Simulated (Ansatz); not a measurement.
Q: Predict a relaxed structure of W(NH)2Br2 (WBr2N2H2), charge 0, singlet, at PBE-D4/def2-SVP (Ansatz).

A: 
```xyz
7

W    -0.2504    0.0379    0.3958
N     1.3764    0.6610    0.1670
H     2.2337    0.8359   -0.3668
N    -0.8008   -0.7479   -1.0763
H    -0.7069   -1.0668   -2.0458
Br   -1.7181    1.9601    0.7876
Br   -0.1339   -1.6802    2.1385
```
Point group C2v (tolerance 0.1 Å). The metal has 4 neighbours: N 1.76 Å, N 1.76 Å, Br 2.45 Å, Br 2.45 Å. This is one stationary point.

In the def2 sets W takes a core potential; there is no spin–orbit coupling. The restricted singlet is unstable towards broken spin symmetry in Hartree–Fock (as tested in another run); at PBE-D4/def2-SVP this wasn't settled.
